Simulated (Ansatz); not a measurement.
Results of the Gaussian-basis code of Ansatz.

A structure relaxed at PBE0-D4/def2-TZVP, charge 0, multiplicity 1:

Cartesian coordinates in Å:
```
O 0.111 -1.814 -0.741
W 0.248 -0.189 -0.266
O 1.684 -0.028 0.626
O -1.220 0.242 0.811
Cl 0.362 1.130 -2.105
H -1.184 0.660 1.675
```

**Question.** Give its formula and SMILES.

**Answer.** ClHO3W, `[O]=[W](=[O])([OH])[Cl]`.

**Question.** Summarise the bond lengths by kind.

**Answer.** 3 × O–W 1.698 to 1.871 Å; 1 × Cl–W 2.266 Å; 1 × H–O 0.960 Å.
